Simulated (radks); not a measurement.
Results of a calculation; reference values are marked as such.
All-electron atom: the silver ion Ag18+ in [Ar] 3d10 4s1. Code: a radial shooting solver on a logarithmic mesh with Libxc functionals. Model: Dirac Kohn-Sham, PBE, spin-unpolarised, spherical densities, point nucleus. Some entries of the table are withheld. Estimate them.

orbital,occ.,eigenvalue (eV),<1/r> (bohr^-1),<r> (bohr)
1s1/2,2,-25808.45,49.44,0.03111
2s1/2,2,-4208.140,(1),0.1344
2p1/2,2,-3946.700,11.38,0.1139
2p3/2,4,-3770.836,10.69,0.1190
3s1/2,2,-1142.128,4.036,(2)
3p1/2,2,-1038.083,3.947,0.3545
3p3/2,4,-1006.104,3.782,0.3648
3d3/2,4,-823.1792,3.630,0.3347
3d5/2,6,-816.6104,3.588,0.3380
4s1/2,1,-489.0047,(3),0.7845

Answer. 
(1) 2s1/2 <1/r> (bohr^-1): 11.40
(2) 3s1/2 <r> (bohr): 0.3638
(3) 4s1/2 <1/r> (bohr^-1): 1.812
